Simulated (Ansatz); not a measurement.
Two isomers of C3H7FGe: A = `C[CH](C)[Ge][F]`, B = `C=[C](C)[GeH2][F]`.

Isolated molecules relaxed with PBE0-D4/def2-TZVP in Ansatz; ΔE leaves out vibrations. CCSD(T)/CBS is the MP2 limit (def2-TZVPP, def2-QZVPP) plus CCSD(T) − MP2 in def2-TZVPP, frozen cores. Functionals use def2-TZVPP. B3LYP here is the variant with VWN-RPA as its local correlation; programs differ in this. For Ge outer-core shells are correlated without core-valence functions, which leaves a few kJ/mol of doubt a bond. Scalar relativity is left out up to krypton. Each species was taken in one conformer, which may not be the lowest.

A:

```xyz
12

C     0.797    0.149    1.059
C    -0.134   -0.588    0.102
C     0.014   -0.088   -1.331
Ge   -2.032   -0.370    0.699
F    -2.050    1.392    0.538
H     0.575    1.219    1.072
H     1.843    0.032    0.755
H     0.720   -0.220    2.087
H     0.084   -1.663    0.137
H     1.044   -0.212   -1.684
H    -0.630   -0.627   -2.033
H    -0.233    0.975   -1.401
```

B:

Z-matrix (Å, degrees):
```
C
C 1 1.496
H 1 1.093 2 111.2
H 1 1.095 2 111.4 3 120.5
H 1 1.095 2 111.4 3 -120.5
Ge 2 1.939 1 118.2 3 179.7
C 2 1.329 1 123.6 3 -0.3
F 6 1.746 2 106.2 1 179.4
H 6 1.539 2 113.5 1 63.4
H 6 1.539 2 113.5 1 -64.6
H 7 1.088 2 121.1 1 0.1
H 7 1.085 2 121.9 1 -180.0
```

Q: Which isomer does CCSD(T)/CBS put lower? Give the gap. (An estimate is asked.)

A: Computed: A, by 6.5 kcal/mol.

Q: Give E(B) − E(A) in kcal/mol with MP2/def2-TZVPP, ωB97M-V, B3LYP-D4, PBE0-D4, CCSD/def2-TZVPP, CCSD(T)/def2-TZVPP, PBE-D4. (An estimate is asked.)

A: Computed: MP2/def2-TZVPP 3.3, ωB97M-V 8.4, B3LYP-D4 8.4, PBE0-D4 7.7, CCSD/def2-TZVPP 3.5, CCSD(T)/def2-TZVPP 3.3, PBE-D4 9.4. None reverses the order clearly.

Largest T1 diagnostic: 0.013.

From PBE to PBE0 (25 % exact exchange), in def2-TZVPP and without D4, E(B) − E(A) moves by −1.6 kcal/mol. In def2-TZVPP, CCSD(T) changes the Hartree–Fock value by +2.7 kcal/mol (the triples alone add −0.2 kcal/mol) and MP2 by +2.7 kcal/mol.
